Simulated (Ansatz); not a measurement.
`NC#[C][GeH3]` + H₂S → `[SH][GeH3]` + `C#CN` at 298.15 K and 1 bar (ligand exchange at a Ge–C bond).

Program: Ansatz. Geometries: PBE0-D4/def2-TZVP. ΔE: electronic, gas phase. CCSD(T)/CBS adds triple-zeta CCSD(T) − MP2 to the extrapolated MP2 energy (def2 sets, frozen cores). This one scheme is used for every species. For Ge outer-core shells are correlated without core-valence functions, which leaves a few kJ/mol of doubt a bond. Scalar relativity is left out up to krypton. Each species was taken in one conformer, which may not be the lowest.

| species | CCSD(T)/CBS energy (Eh) | H − E (kJ/mol) | S (J/(mol·K)) |
| --- | --- | --- | --- |
| `NC#[C][GeH3]` | -2209.84954 | 175.5 | 343.8 |
| H₂S | -398.97279 | 49.9 | 205.7 |
| `[SH][GeH3]` | -2476.30083 | 99.2 | 286.9 |
| `C#CN` | -132.52893 | 129.7 | 253.5 |

H − E and S are ideal-gas, rigid-rotor, harmonic terms from PBE0-D4/def2-TZVP, for one conformer and one mirror image of each species. 1 Eh = 2625.50 kJ/mol, R = 8.31446 J/(mol·K).

Problem. By hand: ΔE, ΔH, ΔS and ΔG.

Solution. ΔE = (-2476.30083) + (-132.52893) − (-2209.84954) − (-398.97279) = -0.00743 Eh = -19.5 kJ/mol. Δ(H − E) = 99.2 + 129.7 − 175.5 − 49.9 = 3.5, so ΔH = -16.0 kJ/mol. ΔS = 286.9 + 253.5 − 343.8 − 205.7 = -9.1 J/(mol·K). ΔG = -16.0 − 298.15 × (-9.1)/1000 = -13.3 kJ/mol.

Problem. By hand: the equilibrium constant, and the temperature at which ΔG would vanish if ΔH and ΔS stayed fixed.

Solution. log₁₀ K = −ΔG/(RT ln 10) = 2.3. ΔG = 0 at ΔH/ΔS = 1758 K, though so small a ΔS makes that figure unsure.

The number of gas molecules stays the same, so ΔS is small and ΔH decides. A doubt of 5 kJ/mol in ΔE shifts log₁₀ K by 0.9 here. Other conformers and mirror images would add mixing entropy, several J/(mol·K) or more a flexible species. Modes under 60 cm⁻¹, often nearly free rotors, make the harmonic entropy too high. These are equilibria of isolated gas molecules and say nothing of rates. Largest T1 diagnostic: 0.012 (customary marks: 0.02 for closed shells, 0.045 for open ones).
